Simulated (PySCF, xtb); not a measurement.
HOSi, SMILES [Si]=[OH+] (connectivity only; charge and spin as stated), charge +1, multiplicity 1.

Geometry optimised at B3LYP-D3(BJ)/def2-TZVPD. The isomer is the one that the SMILES or the coordinates give; other isomers of the formula were not compared.

Calculation: PySCF with IEF-PCM-PBE0/def2-TZVPD.

The values are the electrostatic part of the solvation free energy, E(continuum) − E(gas) at the gas-phase geometry, in a cavity of scaled van der Waals radii (PySCF's table); cavitation and dispersion terms are not included. In vacuum the orbital gap is 8.07 eV.

```
solvent            ε  ΔG(elec) (kcal/mol)  gap (eV)
-------------  -----  -------------------  --------
water          78.36                -63.7      8.05
2-propanol     19.26                -61.1      8.05
cyclohexanone  15.62                -60.3      8.05
```

For comparison, GFN2-xTB/ALPB(water) (xtb, at the GFN2-xTB geometry, all terms of that model) gives -62.3 kcal/mol.
